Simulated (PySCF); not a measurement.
silanone cation (H₂OSi), SMILES O=[SiH2] (connectivity only; charge and spin as stated), charge +1, multiplicity 2. Atoms are numbered in the order given.

```xyz
4

Si     0.0000     0.0000     0.4821
O      0.0000     0.0000    -1.1208
H      0.0000    -1.3366     1.1084
H      0.0000     1.3366     1.1084
```
Charge +1, spin multiplicity 2.

Coordinates come from a r2SCAN-D4/def2-TZVP optimisation. The multiplicity is an assumed one; other spin states were not compared.

The numbers are results of PBE0/pcH-1 (PySCF), not measurements.

Unrestricted Kohn–Sham, ⟨S²⟩ = 0.757. Hyperfine tensors hold the contact and dipolar terms, without spin-orbit corrections.

### Question
Estimate the hyperfine couplings. (An estimate is asked for; the answer gives what the named calculation found.)

### Answer

| nucleus | A(iso) (MHz) | A(iso) (G) | dipolar principal values (MHz) |
|---|---|---|---|
| 29Si no. 1 | 96.2 | 34.3 | -7.8, 1.6, 6.2 |
| 17O no. 2 | -31.7 | -11.3 | -268.0, 125.9, 142.1 |
| 1H no. 3 | 111.9 | 39.9 | -5.0, -1.5, 6.5 |
| 1H no. 4 | 111.9 | 39.9 | -5.0, -1.5, 6.5 |

### Question
And the g tensor (effective nuclear charges for spin-orbit coupling, GIAO)? (The exact figures need the calculation; the answer reports its results.)

### Answer
principal values 2.0031, 2.0140, 2.0194; isotropic 2.0122.
